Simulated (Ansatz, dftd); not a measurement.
System: C2H6Al, charge 0, doublet. C2H6Al (SMILES [CH3][Al][CH3], doublet).
B3LYP-D3(BJ)/def2-TZVP minimum from Ansatz (an electronic-structure program):
```xyz
9

Al     0.3895    -0.2743     0.4355
C      1.0497     0.2622    -1.3508
H      2.1062     0.0546    -1.5217
H      0.8854     1.3365    -1.4917
H      0.4703    -0.2560    -2.1233
C     -1.5197     0.0687     0.8253
H     -2.1407    -0.4526     0.0881
H     -1.7256     1.1399     0.7197
H     -1.8394    -0.2425     1.8200
```
Charge 0, spin multiplicity 2.

Wanted: atomisation energy (electronic, to ground-state atoms), in kJ/mol. UHF or UKS for unpaired electrons; spin-orbit terms are left out. Cores are frozen in correlated methods. No relativity. Double hybrids freeze cores in their MP2 part. For partners of very few electrons the exact lower level stands in for a higher one. The spin of C2H6Al ([CH3][Al][CH3], doublet) was assumed, and the state is the lowest solution found for it.

```json
[
 {"level": "PBE-D3(BJ)/def2-TZVPD", "program": "Ansatz + dftd3", "atomisation energy (kJ/mol)": "3110.3"},
 {"level": "r2SCAN-D4/def2-TZVPD", "program": "Ansatz + dftd4", "atomisation energy (kJ/mol)": "3095.1"},
 {"level": "r2SCAN/def2-TZVPD", "program": "Ansatz", "atomisation energy (kJ/mol)": "3092.0"},
 {"level": "PBE0-D4/def2-TZVPD", "program": "Ansatz + dftd4", "atomisation energy (kJ/mol)": "3083.8"},
 {"level": "r2SCANh/def2-TZVPD", "program": "Ansatz", "atomisation energy (kJ/mol)": "3081.4"},
 {"level": "CAM-B3LYP-D3(BJ)/def2-TZVPD", "program": "Ansatz + dftd3", "atomisation energy (kJ/mol)": "3086.1"},
 {"level": "B2GP-PLYP/def2-TZVPD", "program": "Ansatz", "atomisation energy (kJ/mol)": "3027.9"},
 {"level": "CCSDT(Q)/cc-pV(D+d)Z", "program": "Ansatz", "atomisation energy (kJ/mol)": "2849.7"}
]
```
